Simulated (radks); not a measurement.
Species: the lithium ion Li+. Configuration: 1s1 2p1 (not the ground configuration). Calculated with a radial shooting solver on a logarithmic mesh with Libxc functionals: scalar-relativistic Kohn-Sham, RPBE, spin-unpolarised, spherical densities, finite nucleus; Fermi nuclear charge, rms radius 2.444 fm.

Unscreened Slater integrals over Kohn-Sham orbitals (eV).

\begin{tabular}{lr}
integral & value \\ \hline
F0(2p,2p) & 10.086 \\
F2(2p,2p) & 4.7570 \\
F0(2p,1s) & 13.965 \\
G1(2p,1s) & 1.7266 \\
F0(1s,1s) & 49.505 \\
\end{tabular}

Derived for the open shells (J is the average intra-shell exchange parameter used in DFT+U). 2p: J = F2/5 = 0.9514 eV.
